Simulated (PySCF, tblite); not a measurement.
Compound: C4H2N4.
SMILES with atom numbers: `[N:1]#[C:2][c:3]1[n:4][cH:5][cH:6][n:7][n:8]1` (hydrogens: H9 on C5; H10 on C6)

Computed with GFN2-xTB (tblite), gas phase: Langevin dynamics at 200 K from the optimised GFN2-xTB geometry, time step 0.5 fs, friction 0.01 fs⁻¹, 2000 steps. Over the second half of the run the saved frames average 215 K.

Frame at 250 fs, instantaneous temperature 196 K:
```
atom  x, y, z in Å
N1      3.474    0.446   -0.134
C2      2.405    0.035   -0.067
C3      0.983   -0.210   -0.009
N4      0.256    0.918   -0.144
C5     -1.064    0.803   -0.122
C6     -1.581   -0.520    0.116
N7     -0.796   -1.557    0.224
N8      0.507   -1.453    0.148
H9     -1.657    1.654   -0.285
H10    -2.646   -0.828    0.196
```

Frame at 425 fs, instantaneous temperature 133 K:
```
atom  x, y, z in Å
N1      3.451    0.268    0.086
C2      2.362   -0.032    0.019
C3      0.930   -0.306    0.027
N4      0.047    0.744   -0.005
C5     -1.195    0.422   -0.057
C6     -1.563   -0.931   -0.363
N7     -0.709   -1.877   -0.120
N8      0.510   -1.534    0.107
H9     -1.852    1.197    0.072
H10    -2.553   -1.183   -0.756
```

Frame at 625 fs, instantaneous temperature 313 K:
```
atom  x, y, z in Å
N1      3.427   -0.127    0.062
C2      2.281   -0.261    0.080
C3      0.845   -0.406    0.038
N4      0.095    0.719    0.089
C5     -1.197    0.409    0.218
C6     -1.619   -0.932    0.274
N7     -0.800   -1.921    0.144
N8      0.448   -1.630    0.049
H9     -1.908    1.260    0.197
H10    -2.657   -1.257    0.435
```

Frame at 800 fs, instantaneous temperature 214 K:
```
atom  x, y, z in Å
N1      3.174   -0.412   -0.385
C2      2.080   -0.299   -0.105
C3      0.682   -0.209    0.158
N4      0.122    0.953    0.436
C5     -1.163    0.952    0.749
C6     -1.835   -0.275    0.749
N7     -1.220   -1.399    0.512
N8      0.050   -1.414    0.269
H9     -1.597    1.923    1.041
H10    -2.886   -0.374    1.008
```

Frame at 1000 fs, instantaneous temperature 172 K:
```
atom  x, y, z in Å
N1      2.601   -0.218   -1.013
C2      1.546   -0.074   -0.562
C3      0.235   -0.084    0.087
N4     -0.408    1.103    0.367
C5     -1.515    0.970    1.083
C6     -1.868   -0.307    1.471
N7     -1.278   -1.411    1.047
N8     -0.232   -1.264    0.316
H9     -2.004    1.892    1.379
H10    -2.781   -0.385    2.031
```

Q: What do single points at PBE0/pcSseg-1 (PySCF, gas phase) give on these frames?

A: 
```
t (fs)  GFN2-xTB E above start (eV)  DFT E above lowest frame (eV)  HOMO (eV)  LUMO (eV)  dipole (D)
   250                         0.19                           0.08      -7.75      -2.92        5.43
   425                         0.29                           0.39      -7.48      -2.88        5.52
   625                         0.20                           0.08      -7.81      -3.02        5.75
   800                         0.10                           0.00      -7.64      -2.86        5.58
  1000                         0.26                           0.17      -7.79      -3.08        5.72
```

Both levels order the frames alike by energy; measured from each level's lowest frame they differ by 0.20 eV at most. The HOMO–LUMO gap runs from 4.60 to 4.83 eV. These are instantaneous structures, not minima.

Q: And the isotropic GIAO shieldings (ppm) from the same runs?

A: 
```
atom  250 fs  425 fs  625 fs  800 fs  1000 fs    mean  range
  N1   -61.1   -48.2   -51.8   -53.7    -57.3   -54.4   12.9
  C2    65.1    69.3    63.9    67.8     63.7    66.0    5.6
  C3    28.2    39.3    38.4    25.9     33.5    33.1   13.4
  N4   -96.6   -75.0   -81.0   -77.6   -101.7   -86.4   26.7
  C5    31.5    37.9    26.8    35.5     28.8    32.1   11.1
  C6    31.3    36.8    33.5    38.9     34.4    35.0    7.6
  N7  -221.1  -175.1  -198.9  -220.9   -203.1  -203.8   46.0
  N8  -182.3  -160.8  -159.8  -218.2   -169.5  -178.1   58.4
  H9    23.0    23.9    22.5    22.5     22.3    22.8    1.6
 H10    21.5    22.4    22.0    22.2     22.6    22.1    1.1
```

What follows is the cost of the whole dynamics run. On one thread of an AMD EPYC 7R43, on a shared host, this took 12 s of wall time and 0.19 GiB of memory at its peak.
